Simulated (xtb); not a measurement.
HCl₂OTi, doublet, at a GFN2-xTB geometry (such geometries of metal compounds can be far from the true shape) (the multiplicity is a formal guess).

Here is a job for xtb.
```
$ xtb mol.xyz --gfn 2 --uhf 1 --etemp 5000 --json

# file mol.xyz
5

Ti     0.31969214    -0.13895129     0.19185258
Cl    -1.54257096    -1.12716646     0.02465662
Cl     0.20257601     1.70958311    -0.82880992
O      1.66417554    -0.72331881     0.99869947
H      2.43328269    -1.05760426     1.46025349
```

**Question.** What does this run give for the total energy (a free energy at this electronic temperature), partial charges in atom order, dipole moment?

**Answer.** 
- total energy (a free energy at this electronic temperature): -15.4130 Eh
- partial charges in atom order: Ti1 0.72, Cl2 -0.25, Cl3 -0.25, O4 -0.55, H5 0.33
- dipole moment: 3.52 D
